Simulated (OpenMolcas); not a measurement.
**OpenMolcas run: Lu⁺**

Input:

```
&GATEWAY
Coord
1

Lu 0.0 0.0 0.0
Basis=ANO-RCC-MB
Group=XYZ
NoMove
AngMom=0.0 0.0 0.0
AMFI
&SEWARD
&RASSCF
FileOrb=start.orb
Symmetry=1
Spin=3
nActEl=2 0 0
Inactive=15 19
Ras2=6 0
CIRoot=12 12 1
SDav=15
CIMx=300
Iter=120 100
PrWF=0.3
OrbListing=Nothing
MaxOrb=0
Atom
>>> COPY $Project.JobIph JOB001
&RASSCF
FileOrb=start.orb
Symmetry=1
Spin=1
nActEl=2 0 0
Inactive=15 19
Ras2=6 0
CIRoot=21 21 1
SDav=21
CIMx=300
Iter=120 100
PrWF=0.3
OrbListing=Nothing
MaxOrb=0
Atom
CIOnly
>>> COPY $Project.JobIph JOB002
&RASSI
NrOfJobIphs=2 5 6
1 2 3 4 5
1 2 3 4 5 6
IphNames
JOB001
JOB002
EJob
SpinOrbit
DIPRint=1.0
SOCoupling=1000.0
Subsets=2
MEES
Property=10
'ANGMOM' 1 'ANGMOM' 2 'ANGMOM' 3 'MLTPL  1' 1 'MLTPL  1' 2 'MLTPL  1' 3
'AMFI' 1 'AMFI' 2 'AMFI' 3 'MLTPL  2' 6
SOProperty=3
'ANGMOM' 1 'ANGMOM' 2 'ANGMOM' 3
```

Launched by
```bash
OMP_NUM_THREADS=1 MOLCAS_MEM=2252 MOLCAS_PROJECT=a pymolcas a.inp > a.log  # once for each step of the input, in one work folder
```

A driver script runs the steps one by one and writes start.orb anew before each from the orbitals found so far, so a CI-only block uses the converged orbitals of the first block.

Output, cut to the results:

```
--- SEWARD ---
Basis set label: LU.ANO-RCC...6S5P3D1F.

      Electronic valence basis set:
      ------------------
      Associated Effective Charge  71.000000 au
      Associated Actual Charge     71.000000 au
      Nuclear Model: Point charge

      Shell  nPrim  nBasis  Cartesian Spherical Contaminant
         s      25       6        X
         p      22       5        X
         d      15       3                 X
         f      11       1                 X
                  Relativistic Douglas-Kroll-Hess integrals:
                    - DKH order of Hamiltonian: 2
                    - DKH order of Properties : 0
                  Atomic mean-field integrals
--- RASSCF ---
Wave function specifications:
      -----------------------------

      Number of closed shell electrons          68
      Number of electrons in active shells       2
      Max number of holes in RAS1 space          0
      Max nr of electrons in RAS3 space          0
      Number of inactive orbitals               34
      Number of active orbitals                  6
      Number of secondary orbitals               3
      Spin quantum number                      1.0
      State symmetry                             1
Orbital specifications:
      -----------------------

      Symmetry species                           1   2
                                                ag  au
      Frozen orbitals                            0   0
      Inactive orbitals                         15  19
      Active orbitals                            6   0
      RAS1 orbitals                              0   0
      RAS2 orbitals                              6   0
      RAS3 orbitals                              0   0
      Secondary orbitals                         0   3
      Deleted orbitals                           0   0
      Number of basis functions                 21  22
      Number of CSFs                            15
      Number of root(s) required                12
      Iter CI   SX   CI       RASSCF       Energy    max ROT     max BLB   max BLB  Level Ln srch  Step   QN
          iter iter root      energy       change     param      element    value   shift minimum  type update
 Nr of preliminary CI iterations:   1
      Total energies have been shifted. Add               -14000.00 au
        1   1    3    0  -549.31087157    0.00E+00  -5.53E-04   15  21 1  1.73E-03*  0.00   0.00    SX    NO
        2   1    2    0  -549.31087556   -3.99E-06*  5.96E-05   19  20 2  1.85E-04*  0.00   0.00    SX    NO
        3   1    2    0  -549.31087561   -4.47E-08* -6.71E-06   19  20 2  2.08E-05   0.00   0.00    SX    NO
        4   1    2    0  -549.31087561   -5.51E-10  -7.62E-07   19  20 2  2.36E-06   0.00   0.00    SX    NO
      Convergence after  4 iterations
        5   1    2    0  -549.31087561   -1.82E-12  -7.62E-07   19  20 2  2.69E-07   0.00   0.00    SX    NO
      Natural orbitals and occupation numbers for root  1
      sym 1:   0.000000  -0.000000   0.000000   0.000000   1.000000   1.000000
      Natural orbitals and occupation numbers for root  2
      sym 1:   1.000000  -0.000000  -0.000000   0.000000  -0.000000   1.000000
      Natural orbitals and occupation numbers for root  3
      sym 1:   0.000000  -0.000000   0.000000   1.000000   0.000000   1.000000
::    RASSCF root number  1 Total energy: -14549.35931754
::    RASSCF root number  2 Total energy: -14549.35931754
::    RASSCF root number  3 Total energy: -14549.35931754
::    RASSCF root number  4 Total energy: -14549.35931754
::    RASSCF root number  5 Total energy: -14549.35931754
::    RASSCF root number  6 Total energy: -14549.27627423
::    RASSCF root number  7 Total energy: -14549.27627423
::    RASSCF root number  8 Total energy: -14549.27627423
::    RASSCF root number  9 Total energy: -14549.27627423
::    RASSCF root number 10 Total energy: -14549.27627423
::    RASSCF root number 11 Total energy: -14549.27627423
::    RASSCF root number 12 Total energy: -14549.27627423
--- RASSCF ---
Wave function specifications:
      -----------------------------

      Number of closed shell electrons          68
      Number of electrons in active shells       2
      Max number of holes in RAS1 space          0
      Max nr of electrons in RAS3 space          0
      Number of inactive orbitals               34
      Number of active orbitals                  6
      Number of secondary orbitals               3
      Spin quantum number                      0.0
...
--- RASSI ---
SPIN-FREE ENERGIES:
  (Shifted by EMIN (a.u.) =     -14549.4114283968)

 SF State       Relative EMIN(au)   Rel lowest level(eV)    D:o, cm**(-1)      L_eff

     6             0.0000000000        0.0000000000              0.0000         0.0
     2             0.0521108614        1.4180087766          11437.0121         2.0
     3             0.0521108614        1.4180087766          11437.0121         2.0
     4             0.0521108614        1.4180087766          11437.0121         2.0
     5             0.0521108614        1.4180087766          11437.0121         2.0
     1             0.0521108614        1.4180087766          11437.0121         2.0
     7             0.0766990040        2.0870862229          16833.4856         2.0
     8             0.0766990040        2.0870862229          16833.4856         2.0
     9             0.0766990040        2.0870862229          16833.4856         2.0
    10             0.0766990040        2.0870862229          16833.4856         2.0
    11             0.0766990040        2.0870862229          16833.4856         2.0
     Dipole printing threshold changed to   1.00000000E+00
Eigenvalues of complex Hamiltonian:
   -----------------------------------
  (Shifted by EMIN (a.u.) =     -14549.4114283968)

 SO State       Relative EMIN(au)   Rel lowest level(eV)    D:o, cm**(-1)     J-value

     1            -0.0000000000        0.0000000000              0.0000         0.0
     2             0.0454199421        1.2359395869           9968.5250         0.9
     3             0.0454199421        1.2359395869           9968.5250         0.7
     4             0.0454199421        1.2359395869           9968.5250         0.7
     5             0.0489717639        1.3325895815          10748.0598         1.8
     6             0.0489717639        1.3325895815          10748.0598         1.7
     7             0.0489717639        1.3325895815          10748.0598         1.6
...
```

The J values that RASSI prints are effective ones from its own formula and need not be integers or half-integers; the table below assigns J from the states.

Levels above the lowest, from the spin-orbit matrix, grouped by J:

| Configuration | Term | J | E (cm-1) | Measured (cm-1) | g | Term weight % |
| --- | --- | --- | --- | --- | --- | --- |
| 6s2 | 1S | 0 | 0.0 | 0.0 |  | 100 |
| 5d 6s | 3D | 1 | 9969 | 11796 | 0.499 | 100 |
| 5d 6s | 3D | 2 | 10748 | 12435 | 1.162 | 97 |
| 5d 6s | 3D | 3 | 12416 | 14199 | 1.334 | 100 |
| 5d 6s | 1D | 2 | 17033 | 17333 | 1.005 | 97 |

Against the 4 measured excited levels shown (NIST Handbook of Basic Atomic Spectroscopic Data) the mean absolute deviation is 1400 cm-1; the largest miss in energy is 5d 6s 3D1: computed 9969, measured 11796 cm-1 (-15.5 %).

Some high roots are left out of the spin-orbit mixing, which shifts the levels that they would mix with. Without dynamic correlation excited terms often stand tens of per cent too high (terms of higher spin than the ground term too low), and those without a measured partner can miss by more than the paired ones. Terms from blocks run as CI alone lack orbitals of their own. A single d shell beside an s shell can misplace configurations of different d count against each other. Computed and measured levels are paired by configuration, term and J; levels that our copy of the source lacks, or whose pairing is in doubt (as where it misses far off the trend of its configuration), stay unpaired and out of the deviations. Levels of configurations outside the active space are missing. The first state left out of the spin-orbit step lies near 30000 cm-1 above the lowest spin-free state of the reference (among the parities and spins computed), and the list stops at four fifths of that energy or lower.

The RASSCF and RASSI steps took 5.6 s on 1 thread of Intel(R) Xeon(R) 6975P-C (Granite Rapids), with other jobs on the host; the integral step is not counted.

The term weight is that of the spin-free term in the level, not the purity of its configuration.
